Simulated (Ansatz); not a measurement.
Kohn–Sham single points on C2H9AlSi (`C[SiH](C)[AlH2]`).

```yaml
crystal:
  periodic: [false, false, false]
  atoms:
    - {symbol: C, position_ang: [-0.866592, 1.411607, -0.714465]}
    - {symbol: Si, position_ang: [-0.138764, -0.287969, -0.351040]}
    - {symbol: C, position_ang: [1.742156, -0.215025, -0.436240]}
    - {symbol: Al, position_ang: [-0.963971, -1.250244, 1.760545]}
    - {symbol: H, position_ang: [-1.958452, 1.381822, -0.711740]}
    - {symbol: H, position_ang: [-0.550723, 2.142825, 0.033931]}
    - {symbol: H, position_ang: [-0.539375, 1.770086, -1.694100]}
    - {symbol: H, position_ang: [-0.602050, -1.216598, -1.435446]}
    - {symbol: H, position_ang: [2.070386, 0.142991, -1.415706]}
    - {symbol: H, position_ang: [2.144179, 0.462324, 0.321459]}
    - {symbol: H, position_ang: [2.182929, -1.200552, -0.270383]}
    - {symbol: H, position_ang: [-0.100859, -2.306660, 2.585449]}
    - {symbol: H, position_ang: [-2.398563, -0.869507, 2.342438]}
basis:
  gaussian: {orbitals: def2-TZVPP}
hamiltonian: {xc: {name: r2SCAN0}, dispersion: d4}
output: {orbitals: {seedname: orbitals}}
```

```sh
$ ansatz run in.yaml --threads 4 --pin off --events-out ev --progress --plain
```

Output, abridged:

```
Functional definition: r2SCAN0
1482 factors; their error is unknown
mean field evaluation 1: about -16684.5133 eV, gradient 6.2e1 eV
mean field evaluation 2: about -16682.3729 eV, gradient 6.4e1 eV
mean field evaluation 4: about -16693.3097 eV, gradient 1.5e0 eV
mean field evaluation 8: about -16693.3190 eV, gradient 7.2e-2 eV
mean field evaluation 16: about -16693.3355 eV, gradient 5.2e-5 eV
mean field -16693.33550770 eV, -613.4687647589 hartree, gradient 5.2e-5 eV, S^2 0.000000; 0 other end points of the search recorded, 0 dependent functions left out
reference -16693.33552081 eV, -613.4687652406 hartree; 24, 24 occupied and 248, 248 virtual orbitals, 1482 factors
Total energy: -16693.41210466 eV, -613.4715796450 hartree
```

Hardware: 4 threads of a server CPU on a shared host. Wall time 5.5 s, peak host memory 0.72 GiB.

Changing it to `hamiltonian: {xc: {name: LC-wPBE}}` (abridged; 3.7 s):

```
Functional definition: LC-wPBE
mean field evaluation 16: about -16690.6897 eV, gradient 3.6e-5 eV
mean field -16690.68974097 eV, -613.3715346249 hartree, gradient 3.6e-5 eV, S^2 0.000000
Total energy: -16690.68974098 eV, -613.3715346253 hartree
```

With the line `hamiltonian: {xc: {name: r2SCANh}, dispersion: d4}` (abridged; 5.5 s):

```
Functional definition: r2SCANh
mean field evaluation 16: about -16693.5292 eV, gradient 1.2e-4 eV
mean field -16693.52918434 eV, -613.4758822439 hartree, gradient 1.3e-5 eV, S^2 0.000000
Total energy: -16693.59845604 eV, -613.4784279322 hartree
```

With the line `hamiltonian: {xc: {name: revPBE}, dispersion: d4}` (abridged; 2.6 s):

```
Functional definition: revPBE
mean field evaluation 16: about -16692.8548 eV, gradient 2.5e-4 eV
mean field -16692.85482464 eV, -613.4510999821 hartree, gradient 4.0e-5 eV, S^2 0.000000
Total energy: -16693.57514286 eV, -613.4775711884 hartree
```

Changing it to `hamiltonian: {xc: lda}` (abridged; 1.9 s):

```
Functional definition: SPW92
mean field evaluation 16: about -16614.3636 eV, gradient 5.4e-4 eV
mean field -16614.36363001 eV, -610.5666017828 hartree, gradient 2.8e-5 eV, S^2 0.000000
Total energy: -16614.36368198 eV, -610.5666036925 hartree
```

With the line `hamiltonian: {xc: {name: CAM-B3LYP}, dispersion: d4}` (abridged; 4.8 s):

```
Functional definition: CAM-B3LYP
mean field -16695.52099408 eV, -613.5490799018 hartree, gradient 7.6e-5 eV, S^2 0.000000
Total energy: -16695.74475681 eV, -613.5573030306 hartree
```
